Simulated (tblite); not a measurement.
Isomers of C8H16Si. Level: GFN2-xTB in tblite, geometry and Hessian alike; calculated harmonic values, unscaled, isolated species. Errors from tens to a few hundred cm⁻¹ against measured bands are possible. Modes of hydrogen on silicon can be 10 to 20 % off. One conformer each.

Electronic energies: GFN2-xTB at the same geometries; isomer energies are rough at this level and their order can be wrong.

```
                   SMILES  electronic energy, lowest = 0 (kcal/mol)
CC(C)(C)[C@H]1C=CC[SiH2]1                                       9.5
       C=C(C)[SiH]1CCCCC1                                      17.9
   C=C[C@@H]1CC[Si@H]1CCC                                      35.6
      CC#C[SiH2]CC(C)(C)C                                      31.9
C=C(C)[C@@]1(C)CCC[SiH2]1                                      12.3
 C=C1CCC[C@@H](C[SiH3])C1                                       0.0
 C=C[C@H]1C[Si@@H](CCC)C1                                      35.7
```

Problem. How do GFN2-xTB zero-point energies change the relative energies?

Solution. 
```
                   SMILES  ZPE (kcal/mol)  of it from modes above 1550 cm⁻¹  electronic (kcal/mol)  with ZPE, lowest = 0 (kcal/mol)  lowest mode (cm⁻¹)  rings
 C=C1CCC[C@@H](C[SiH3])C1           134.1                              67.6                    0.0                              0.0                  62      1
CC(C)(C)[C@H]1C=CC[SiH2]1           134.3                              69.2                    9.5                              9.7                  32      1
C=C(C)[C@@]1(C)CCC[SiH2]1           134.8                              69.3                   12.3                             13.0                  67      1
       C=C(C)[SiH]1CCCCC1           136.4                              69.7                   17.9                             20.3                  10      1
      CC#C[SiH2]CC(C)(C)C           132.4                              69.9                   31.9                             30.2                   7      0
   C=C[C@@H]1CC[Si@H]1CCC           135.4                              70.2                   35.6                             36.9                  37      1
 C=C[C@H]1C[Si@@H](CCC)C1           135.2                              70.3                   35.7                             36.9                  27      1
```

The zero-point energies span 4.0 kcal/mol, from `CC#C[SiH2]CC(C)(C)C` to `C=C(C)[SiH]1CCCCC1`. The order is unchanged, ties at the printed digit aside.

Problem. What do entropy and thermal enthalpy add at 298.15 K and 1 bar (rigid rotor, harmonic oscillator, one conformer each)?

Solution. 
```json
{"SMILES": "C=C1CCC[C@@H](C[SiH3])C1", "point group": "C1", "symmetry number": "1", "S (cal/(mol K))": "100.1", "H − H(0) (kcal/mol)": "7.24", "ZPE + H − H(0) − TS (kcal/mol)": "111.5"}
{"SMILES": "CC(C)(C)[C@H]1C=CC[SiH2]1", "point group": "C1", "symmetry number": "1", "S (cal/(mol K))": "102.4", "H − H(0) (kcal/mol)": "7.67", "ZPE + H − H(0) − TS (kcal/mol)": "111.5"}
{"SMILES": "C=C(C)[C@@]1(C)CCC[SiH2]1", "point group": "C1", "symmetry number": "1", "S (cal/(mol K))": "100.4", "H − H(0) (kcal/mol)": "7.54", "ZPE + H − H(0) − TS (kcal/mol)": "112.4"}
{"SMILES": "C=C[C@@H]1CC[Si@H]1CCC", "point group": "C1", "symmetry number": "1", "S (cal/(mol K))": "109.5", "H − H(0) (kcal/mol)": "8.11", "ZPE + H − H(0) − TS (kcal/mol)": "110.8"}
{"SMILES": "C=C[C@H]1C[Si@@H](CCC)C1", "point group": "C1", "symmetry number": "1", "S (cal/(mol K))": "109.7", "H − H(0) (kcal/mol)": "8.06", "ZPE + H − H(0) − TS (kcal/mol)": "110.6"}
```

Not tabulated: `C=C(C)[SiH]1CCCCC1` (lowest mode only 10 cm⁻¹); `CC#C[SiH2]CC(C)(C)C` (lowest mode only 7 cm⁻¹).
